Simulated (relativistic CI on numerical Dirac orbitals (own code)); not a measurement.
## V²⁺ in a cubic cluster: 2p photoemission with charge transfer

Computed with a charge-transfer multiplet model of a cubic metal-ligand cluster with up to one ligand hole, Slater and spin-orbit integrals from Dirac-Coulomb-Breit ions, Slater integrals scaled by 0.8. The parameters are those of a tetrahedral site (10Dq negative, t2 hopping the larger). The ground state mixes d3 with configurations of k ligand holes L, whose averages lie at kΔ + k(k − 1)U_dd/2; a core hole lowers each added d electron by U_cd. 300 K, Lorentzian 0.6 eV and Gaussian 0.8 eV FWHM.

Atomic integrals in eV (Slater integrals scaled, ζ unscaled), ground: F2dd 7.134, F4dd 4.434, zeta_d 0.019; with the core hole: F2dd 8.721, F4dd 5.468, zeta_d 0.036, zeta_core 4.610, F2cd 4.876, G1cd 3.590, G3cd 2.038.

Cluster parameters (eV): Δ = 6.6, U_dd = 5.9, 10Dq = -0.35, 10Dq(ligand) = 0, V(eg) = 0.88, V(t2g) = -1.49, final-state hopping factor = 0.9.

| Case | n_d | d3 | d4L | S |
| --- | --- | --- | --- | --- |
| U_cd = 7 eV | 3.15 | 0.85 | 0.15 | 1.50 |
| U_cd = 7.6 eV | 3.15 | 0.85 | 0.15 | 1.50 |
| U_cd = 8.2 eV | 3.15 | 0.85 | 0.15 | 1.50 |

Weights, n_d and S are thermal averages at 300 K. Binding energies count from the first peak over 30 % of the highest in each spectrum, which can be another peak from case to case. The parameters are a model scan and need not match a compound or its usual spin state. Peaks in eV (height, largest 100):
- U_cd = 7 eV: 0.0 (100), 8.0 (63), 14.6 (9)
- U_cd = 7.6 eV: 0.0 (100), 8.1 (69), 14.7 (11)
- U_cd = 8.2 eV: 0.0 (100), 0.6 (98), 8.1 (78), 14.8 (15)

Curve for U_cd = 7 eV (points under 2 left out, the grid thinned):

| E (eV) | Intensity |
| --- | --- |
| -3.7 | 2.1 |
| -3.2 | 2.7 |
| -2.7 | 3.7 |
| -2.2 | 5.5 |
| -1.8 | 8.6 |
| -1.3 | 19.3 |
| -0.8 | 52.3 |
| -0.3 | 93.5 |
| 0.2 | 99.5 |
| 0.7 | 97.1 |
| 1.2 | 78.1 |
| 1.7 | 49.1 |
| 2.1 | 35.9 |
| 2.6 | 31.7 |
| 3.1 | 31.1 |
| 3.6 | 29.7 |
| 4.1 | 26.2 |
| 4.6 | 22.6 |
| 5.1 | 21.0 |
| 5.5 | 20.4 |
| 6.0 | 21.0 |
| 6.5 | 25.5 |
| 7.0 | 36.4 |
| 7.5 | 53.5 |
| 8.0 | 62.5 |
| 8.5 | 56.1 |
| 8.9 | 45.9 |
| 9.4 | 32.6 |
| 9.9 | 22.7 |
| 10.4 | 18.5 |
| 10.9 | 16.7 |
| 11.4 | 14.0 |
| 11.9 | 11.3 |
| 12.3 | 9.2 |
| 12.8 | 7.2 |
| 13.3 | 6.4 |
| 13.8 | 6.6 |
| 14.3 | 8.1 |
| 14.8 | 8.3 |
| 15.3 | 7.1 |
| 15.8 | 6.0 |
| 16.2 | 4.7 |
| 16.7 | 3.3 |
| 17.2 | 2.6 |
| 17.7 | 2.1 |

For the case U_cd = 7 eV, Δ = 6.6 eV is larger than U_dd = 5.9 eV, the Mott-Hubbard side of the Zaanen-Sawatzky-Allen scheme. With the core hole the configuration with one ligand hole lies at Δ − U_cd = -0.4, -1.0, -1.6 eV from the one without, in the order of the table; where this is negative the screened configuration lies lower, though the effective hopping of about 3.1 eV (from the holes of the mixed ground state) mixes the two strongly wherever it is as large as the gap.

With at most 1 ligand hole the space is cut while the next configuration still counts, so covalency is underestimated, and a final configuration with one more ligand hole, which can lie low, is missing from the spectra.
